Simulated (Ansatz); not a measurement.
Coupled-cluster diagnostics for the cluster Si₃Au₂⁻, Ansatz.

Geometry of the doublet (r2SCAN-D4/def2-SVPD):

```tsv
atom	x (Å)	y (Å)	z (Å)
Au1	0.372	1.455	0.634
Au2	0.736	3.767	1.746
Si3	-1.617	-2.217	-0.485
Si4	0.098	-0.580	-0.365
Si5	0.411	-2.425	-1.530
```

In the def2 sets Au takes a core potential; there is no spin–orbit coupling. Correlated methods freeze 15 core orbitals; core or outer-core shells of Au are correlated, in sets that lack core-valence functions. Another isomer (doublet) lies 0.29 eV lower at PBE0-D4/def2-TZVPD; other spin states weren't run for this one.

(1) Estimate the CCSD(T) correlation energy, the shares of MP2 and (T), T1 and the reference's ⟨S²⟩ for: charge -1, doublet, own geometry in def2-SVPD; and the rough time on 4 threads of Intel Xeon 6975P-C on a shared host.

## Answers

(1) 
```csv
state,basis,correlation (eV),MP2 share (%),(T) share (%),T1,⟨S²⟩ (pure),wall time
"charge -1, doublet, own geometry",def2-SVPD,-28.768,100.2,4.5,0.025,0.80 (0.75),81 s
```
Customary marks for T1 are 0.02 (closed shells), 0.045 (open shells) and about 0.05 (3d metals). T1 exceeds 0.02 in 1 of 1 rows and 0.045 in 0; the higher it lies, the less the single-reference result can be trusted.
